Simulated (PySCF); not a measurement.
**Radial density of F²⁺ (fluorine, charge +2)**

UHF, [He] 2s2 2p3, high-spin 4S determinant. All numbers are calculated (PySCF 2.14, scalar relativity by spin-free X2C-1e, in x2c-SVPall).

| r (bohr) | 4πr²ρ (e/bohr) | 4πr²(ρα − ρβ) |
| --- | --- | --- |
| 0.00298 | 0.04710 | 0.0002 |
| 0.00502 | 0.1313 | 0.0005 |
| 0.00844 | 0.3568 | 0.0014 |
| 0.0142 | 0.9153 | 0.0034 |
| 0.0239 | 2.136 | 0.0079 |
| 0.0402 | 4.506 | 0.0172 |
| 0.0675 | 7.772 | 0.0386 |
| 0.114 | 9.800 | 0.1271 |
| 0.191 | 7.460 | 0.5309 |
| 0.321 | 3.956 | 1.6083 |
| 0.541 | 4.871 | 3.1358 |
| 0.909 | 4.673 | 2.6147 |
| 1.53 | 1.161 | 0.6032 |
| 2.57 | 0.07239 | 0.0446 |
| 4.33 | 0.0001029 | 0.0001 |

Densities and radii are taken from the X2C orbitals without a picture-change correction, which distorts them close to the nucleus.
